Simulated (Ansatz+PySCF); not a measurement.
Results of a calculation; reference values are marked as such.
Input for PySCF 2.14.0:

```python
from pyscf import gto, scf, cc

mol = gto.M(atom="""
H 0.000000 0.000000 -1.807790
Be 0.000000 0.000000 0.000000
H 0.000000 0.000000 1.807790
""", basis='6-31g', charge=0, spin=0)
mf = scf.RHF(mol)
mf.kernel()
mycc = cc.CCSD(mf, frozen=None).run()
et = mycc.ccsd_t()
print(mf.e_tot, mycc.e_corr, et, mycc.e_tot + et)
```

The script is written out from the run's settings.

Output:

```yaml
Converged: yes
Reference_energy: -15.68431 hartree
CCSD_correlation_energy: -0.05463 hartree
Triples_correction: -0.00066 hartree
Total_energy: -15.73960 hartree
```

Caution: bonds are stretched, where a single reference can fail.
